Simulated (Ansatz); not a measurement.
A structure relaxed at PBE0-D4/def2-TZVP, charge 0, multiplicity 1:

| atom | x (Å) | y (Å) | z (Å) |
| --- | --- | --- | --- |
| Se1 | -0.161 | 0.002 | -1.681 |
| C2 | 0.000 | 0.000 | 0.000 |
| Se3 | 0.161 | -0.002 | 1.681 |

(1) Give its formula and SMILES.

(2) Point group (tolerance 0.08 Å, 0.16 Å for H)?

(3) Summarise the bond lengths by kind.

Results:

(1) CSe2, `[Se]=C=[Se]`.

(2) D∞h.

(3) 2 × C–Se 1.688 Å.

Program: Ansatz 0.2.0.
